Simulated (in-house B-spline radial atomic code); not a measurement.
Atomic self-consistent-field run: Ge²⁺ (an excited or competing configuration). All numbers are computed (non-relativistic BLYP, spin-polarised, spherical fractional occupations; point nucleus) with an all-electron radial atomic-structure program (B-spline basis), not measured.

Command:
```bash
python run_scf.py task.json out
```
Settings:
```
Z                32
configuration    [Ar] 3d10 4s1 5s1
hamiltonian      nr
method           b88,lyp
spin_polarised   True
```

Output (hartree, bohr):
```
 radial grid: 59 intervals, B-splines of order 8, outer radius 53.7037 bohr

 iter        energy (Eh)    residual
    1       -2074.219294    4.02e-01
    2       -2074.007262    2.60e-01
    3       -2075.428468    4.39e-02
    4       -2075.462390    1.03e-02
    5       -2075.460343    1.33e-02
    6       -2075.464379    2.68e-03
    7       -2075.464534    8.59e-05
    8       -2075.464534    6.72e-06
    9       -2075.464534    5.23e-07
   10       -2075.464534    2.04e-08

 total energy                     -2075.46453
 kinetic                            2074.2645
 electron-nucleus                  -4937.8258
 Hartree                             866.4434
 exchange-correlation                -78.3466

 orbital      occ     eigenvalue          <r>       <r^2>       <1/r>       r_max
 1s up      1.000      -398.1064    0.0478534  0.00306748     31.5051     0.03158
 1s down    1.000      -398.1027    0.0478535   0.0030675      31.505     0.03158
 2s up      1.000       -50.1229     0.213876   0.0538742       6.919      0.1795
 2s down    1.000       -50.1209     0.213878   0.0538748     6.91883      0.1795
 2p up      3.000       -44.7422     0.185242   0.0419788      6.8924      0.1426
 2p down    3.000       -44.7399     0.185244   0.0419796      6.8923      0.1426
 3s up      1.000        -6.9557     0.635157    0.465307     2.23223      0.5514
 3s down    1.000        -6.9504     0.634783    0.464603     2.23305      0.5515
 3p up      3.000        -5.1743     0.651588    0.499674     2.11012      0.5467
 3p down    3.000        -5.1683     0.650822    0.498216      2.1118      0.5467
 3d up      5.000        -2.0790     0.725732    0.669317     1.79466      0.5016
 3d down    5.000        -2.0691     0.721478    0.660225      1.8014      0.5013
 4s up      1.000        -1.2476      1.89176      4.0582    0.693486       1.654
 5s up      1.000        -0.4541      4.34701     21.0639    0.300246       4.132
```

Time taken, with all properties: 0.08 s on 1 thread of Arm Neoverse V2, with other jobs on the host.
